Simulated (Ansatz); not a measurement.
Born–Oppenheimer molecular dynamics of CH8Sn (10 atoms, charge 0, multiplicity 1). It starts at the highest image of a converged band. Of that band: Neighbouring images differ by up to 2.5 eV, so the band resolves the path poorly. A vibrational analysis at the climbing image gives one clearly imaginary mode, 1913i cm⁻¹: a first-order saddle point.

Computed with RKS PBE/def2-mTZVP in Ansatz 0.2.0.

- ensemble: NVE (velocity Verlet)
- time step: 0.5 fs
- steps asked: 200
- starting velocities drawn for: 300 K
- seed: 8136

First frame:

```xyz
10
Properties=species:S:1:pos:R:3
Sn 0.159 0.186 -0.049
C 0.054 0.089 2.426
H -1.036 -0.015 2.516
H 0.552 -0.882 2.555
H 0.400 0.754 3.240
H 1.701 -0.157 -0.737
H -0.928 1.314 -0.767
H -0.703 -1.355 0.068
H 1.075 1.845 0.830
H 0.637 1.099 1.603
```

Problem. What does the run give?

Solution. All steps were run.

```
steps done                                               : 200
time covered                                             : 100 fs
mean temperature over the second half                    : 2505 K
spread of the potential energy over the second half      : 8.3 meV per atom
mean potential energy of the second half above the start : -228.1 meV per atom
```

The conserved energy stayed within 0.46 meV per atom of its start (net change 0.11 meV per atom), so the integration is sound. The kinetic energy rose, since the run started high on the potential surface and went downhill. It ends in pieces (CH6Sn + H2), so much of that is their flight and rotation, not heat. A run of 0.1 ps of so small a system gives no equilibrium averages. The orbitals stay closed-shell, which can raise the energy where a bond breaks towards radicals; this wasn't checked here.

Problem. What happens to the structure?

Solution. Between its relaxed ends the band would form Sn1–H9, C2–H10 and break Sn1–C2, H9–H10. These pairs go: Sn1–H9 2.09 → 14.74 Å, C2–H10 1.43 → 14.62 Å, Sn1–C2 2.48 → 2.04 Å, H9–H10 1.16 → 0.84 Å. In the last frame they stand as before the step (other bonds may differ from the relaxed reactants and products). Also parted: Sn1–H10 1.95 → 13.91 Å. It ends as CH6Sn + H2. Pairs count as bonded within 1.25 times the sum of covalent radii (0.12 Å more for H–H). Another seed would give other details.

Problem. How do temperature and energy run in time?

Solution. 
```csv
time (fs),T (K),potential energy less start (eV),conserved less start (meV/atom)
0,300,0.000,0.00
5,390,-0.092,0.14
10,1571,-1.318,-0.36
15,2574,-2.355,-0.38
20,2763,-2.546,0.07
25,2667,-2.445,0.28
30,2568,-2.346,-0.05
35,2473,-2.248,-0.11
40,2359,-2.128,0.18
45,2417,-2.188,0.11
50,2583,-2.365,-0.37
55,2629,-2.412,-0.37
60,2480,-2.253,0.15
65,2554,-2.334,-0.30
70,2538,-2.318,-0.35
75,2400,-2.170,0.08
80,2365,-2.133,0.26
85,2455,-2.229,-0.07
90,2544,-2.321,-0.12
95,2519,-2.292,0.20
100,2574,-2.350,0.11
```

Run time: 3.5 min on 1 thread of Intel(R) Xeon(R) 6975P-C (Granite Rapids) (shared host), peak memory 0.19 GiB.
